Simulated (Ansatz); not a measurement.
CH9NOSi2 (`C[SiH](N)O[SiH3]`). Total charge 0; spin multiplicity 1. The geometry is a stationary point of PBE0-D4/def2-TZVP. It is one conformer, not always the lowest.

```xyz
14

C    -0.162   -2.150   -0.328
Si   -0.665   -0.366   -0.322
N    -1.350    0.042    1.189
O     0.681    0.506   -0.708
Si    1.393    1.919   -0.307
H    -1.029   -2.802   -0.205
H     0.336   -2.406   -1.267
H     0.540   -2.357    0.485
H    -1.696   -0.044   -1.342
H    -1.967    0.829    1.301
H    -0.949   -0.248    2.065
H     0.411    3.038   -0.323
H     1.992    1.842    1.054
H     2.466    2.199   -1.292
```

Q: What is the dipole moment at B3LYP/def2-TZVPP? (An estimate is asked.)

A: Computed: 1.44 D, with components (-0.46, -0.19, 1.35) D in this frame, pointing from negative to positive charge.

Q: And with PBE, r2SCAN, ωB97M-V? (Best estimate.)

A: Computed: PBE 1.48 D, r2SCAN 1.47 D, ωB97M-V 1.45 D.

Q: Give the Mulliken charges with B3LYP, r2SCAN, PBE in def2-TZVPP. (Estimate.)

A: The calculation gave: 
```csv
atom,B3LYP,r2SCAN,PBE
C1,-0.38,-0.30,-0.37
Si2,0.58,0.60,0.46
N3,-0.41,-0.46,-0.39
O4,-0.40,-0.43,-0.32
Si5,0.40,0.43,0.33
H6,0.10,0.07,0.10
H7,0.10,0.08,0.11
H8,0.09,0.06,0.09
H9,-0.11,-0.11,-0.10
H10,0.14,0.16,0.15
H11,0.14,0.16,0.15
H12,-0.09,-0.09,-0.07
H13,-0.09,-0.09,-0.07
H14,-0.07,-0.08,-0.06
```

B3LYP here is the variant with VWN-RPA as its local correlation; programs differ in this.
